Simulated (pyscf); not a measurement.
**HO–ZrH(OH)–OH, singlet**

Gas-phase minimum from PySCF at ωB97X-D3(BJ)/def2-SVP, one conformer. 

```
Zr
O 1 1.9201
H 2 0.9563 1 172.65
O 1 1.9202 2 112.93 3 61.77
H 4 0.9563 1 172.46 2 -64.57
O 1 1.9203 2 112.97 3 -68.02
H 6 0.9563 1 172.85 2 60.77
H 1 1.8684 2 105.70 3 176.88
```
Charge 0, spin multiplicity 1.

Properties at ωB97X-D3(BJ)/def2-SVP:

```
Quantity                                                                                                                                                                                                          Result
---------------------------------------------------------------------------------------------------------------------  -------------------------------------------------------------------------------------------------
Harmonic wavenumbers, unscaled                                                                                         156, 173, 173, 211, 307, 308, 364, 365, 414, 531, 532, 736, 748, 748, 1692, 4033, 4033, 4038 cm⁻¹
Zero-point energy                                                                                                                                                                                          28.0 kcal/mol
Rotational symmetry number                                                                                                                                                                                             3
Entropy of this conformer at 298 K and 1 atm, rigid rotor and harmonic oscillator, modes under 100 cm⁻¹ raised to 100                                                                                    342.9 J/(mol K)
Dipole moment                                                                                                                                                                                                     3.27 D
```

Single-point totals, which compare only within one level (frozen core for MP2 and CC):

```json
[
 {"level": "ωB97X-D3(BJ)/def2-TZVP", "total energy (hartree)": "-275.48455"},
 {"level": "PBE/def2-TZVP", "total energy (hartree)": "-275.19451"},
 {"level": "r²SCAN/def2-TZVP", "total energy (hartree)": "-275.33565"},
 {"level": "B3LYP-D3(BJ)/def2-TZVP", "total energy (hartree)": "-275.45395"},
 {"level": "PBE0-D3(BJ)/def2-TZVP", "total energy (hartree)": "-275.16607"},
 {"level": "M06-2X/def2-TZVP", "total energy (hartree)": "-275.23132"},
 {"level": "ωB97M-D3(BJ)/def2-TZVP", "total energy (hartree)": "-275.42778"},
 {"level": "HF/def2-TZVPP", "total energy (hartree)": "-273.75093"},
 {"level": "MP2/def2-TZVPP", "total energy (hartree)": "-274.83456"},
 {"level": "CCSD/def2-TZVPP", "total energy (hartree)": "-274.83943"},
 {"level": "CCSD(T)/def2-TZVPP", "total energy (hartree)": "-274.88218"}
]
```

Soft torsions are taken as harmonic, which can shift the entropy by several J/(mol K). The CCSD(T) − MP2 part came from Ansatz, without density fitting, on the same reference. The frozen core leaves the outer d or s,p core shells of the metals and heavy elements correlated in the MP2 and CC values, and def2-TZVPP describes them poorly, so these totals are far from the basis limit. Elements past Kr carry the def2 core potentials, without spin-orbit coupling.
